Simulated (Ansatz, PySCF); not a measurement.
Species: GaI2 (charge +1, singlet). It need not be the lowest isomer of its formula. 
Geometry from a B3LYP-D3(BJ)/def2-TZVP (Ansatz, a first-principles code) optimisation:
```
Ga
I 1 2.3869
I 1 2.3869 2 180.00
```
Charge +1, spin multiplicity 1.

Total electronic energies in hartree. Valence correlation only, unless marked. No spin-orbit coupling. Frozen are the shells of the preceding noble gas and the d and f shells that filled before the atom's block. In def2 rows, elements after Kr have scalar-relativistic effective core potentials. Basis-set limits of correlation are two-point, X^-3; Hartree-Fock from the larger set.

| level | program | energy (Eh) |
|---|---|---|
| HF/def2-TZVPPD | Ansatz | -2516.41682 |
| HF-D3(BJ)/def2-TZVPD | PySCF + dftd3 | -2516.44749 |
| RI-HF/def2-QZVPP | Ansatz | -2516.45796 |
| revPBE-D4/def2-TZVPD | Ansatz + dftd4 | -2520.03982 |
| revPBE/def2-TZVPD | Ansatz | -2520.03324 |
| PBE0/def2-SVP | Ansatz | -2519.59339 |
| PBE0/def2-TZVP | Ansatz | -2519.86178 |
| BHLYP-D3(BJ)/def2-TZVPD | Ansatz + dftd3 | -2519.97498 |
| wB97M-V/def2-TZVPD | Ansatz | -2519.94776 |
| B2GP-PLYP-D3(BJ)/def2-TZVPD | Ansatz + dftd3 | -2518.83418 |
| MP2/def2-SVPD | Ansatz | -2516.38977 |
| MP2/def2-QZVPP | Ansatz | -2516.81350 |
| RI-MP2/def2-TZVPP | Ansatz | -2516.73153 |
| CCSD(T)/def2-SVPD | Ansatz | -2516.42248 |
| CCSD(T)/CBS(def2-TZVPP,def2-QZVPP) | Ansatz | -2516.8904 |

Totals of different functionals don't rank their quality; only differences between species are comparable.
